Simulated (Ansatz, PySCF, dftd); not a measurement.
System: BNH5, charge 0, doublet. BNH5 (SMILES [BH3-][NH2+], doublet).
B3LYP-D3(BJ)/def2-TZVP minimum from Ansatz (an electronic-structure program):
```xyz
7

B     -0.7529    -0.0394    -0.0407
N      0.6992    -0.0010    -0.0110
H     -1.2334    -0.7111    -0.9047
H     -1.2090     1.1239     0.0621
H     -1.1945    -0.2412     1.1152
H      1.2201     0.5306     0.6709
H      1.2873    -0.4979    -0.6632
```
Charge 0, spin multiplicity 2.

Quantity: enthalpy of formation at 298 K (by atomisation, with ideal-gas terms from PySCF's Hessian at B3LYP-D3(BJ)/def2-TZVP and the atoms' measured values of the G2/97 table; no spin-orbit terms), in kcal/mol. UHF or UKS for unpaired electrons; spin-orbit terms are left out. Correlated methods leave the cores frozen. Rows without X2C or -DK are non-relativistic. CBS(X,Y): correlation extrapolated as X^-3, Hartree-Fock from the larger set. A bracket is a step between two methods taken in the basis named. Functionals run without relativity, which enters their misses. 'core' is core correlation in cc-pwCVTZ, 'X2C' scalar relativity in cc-pVTZ-DK, both at CCSD(T). For partners of very few electrons the exact lower level stands in for a higher one. The UHF reference of H5BN ([BH3-][NH2+], doublet) is spin-contaminated (<S^2> up to 0.04 over the pure value in the sets run).

```csv
level,program,enthalpy of formation at 298 K (kcal/mol),difference against the last row
HF/aug-cc-pVDZ,Ansatz,180.7,151.7
HF/cc-pVDZ,Ansatz,182.3,153.3
PBE-D4/def2-TZVPD,Ansatz + dftd4,12.0,-17.0
PBE/def2-TZVPD,Ansatz,13.3,-15.7
CAM-B3LYP-D3(BJ)/def2-TZVPD,Ansatz + dftd3,17.5,-11.5
CCSD(T)/aug-cc-pVTZ,Ansatz,41.5,12.5
"CCSD(T)/CBS(cc-pVTZ,cc-pVQZ)",Ansatz,31.3,2.3
CCSDT(Q)/cc-pVDZ,Ansatz,72.0,43.0
"CCSD(T)/CBS(cc-pVTZ,cc-pVQZ) + [CCSDT(Q) - CCSD(T)]/cc-pVDZ + core + X2C",Ansatz,28.9,-0.1
"CCSD(T)/CBS(cc-pVTZ,cc-pVQZ) + [CCSDT(Q) - CCSD(T)]/cc-pVTZ + core + X2C",Ansatz,29.0,0.0
```
